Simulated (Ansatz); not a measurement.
Species: sum formula GaBr2F, charge 0, multiplicity 1. 
Geometry from a B3LYP-D3(BJ)/def2-TZVP (Ansatz, a quantum-chemistry and plane-wave program) optimisation:
```
Ga
F 1 1.7476
Br 1 2.2667 2 117.80
Br 1 2.2667 2 117.80 3 -180.00
```

Basis-set convergence of Hartree-Fock and MP2 correlation energies (hartree) with Ansatz. Correlated levels leave the core frozen unless marked. Spin-orbit coupling is left out. The frozen core is the preceding noble-gas configuration, with the filled d and f shells of earlier blocks. Non-relativistic.

| basis | functions | E(HF) | E(corr, MP2) |
|---|---|---|---|
| cc-pVDZ | 95 | -7167.59858 | -0.47074 |
| cc-pVTZ | 159 | -7167.86156 | -0.63697 |
| cc-pVQZ | 259 | -7167.88086 | -0.70236 |
| cc-pV5Z | 403 | -7167.88388 | -0.73124 |

Extrapolating the two largest sets (X = 4 and 5) as X^-3: E(corr) = (125·(-0.73124) - 64·(-0.70236))/61 = -0.7615 Eh, an estimate of the basis-set limit. The largest set recovers 96.0 % of it, the smallest 61.8 %.
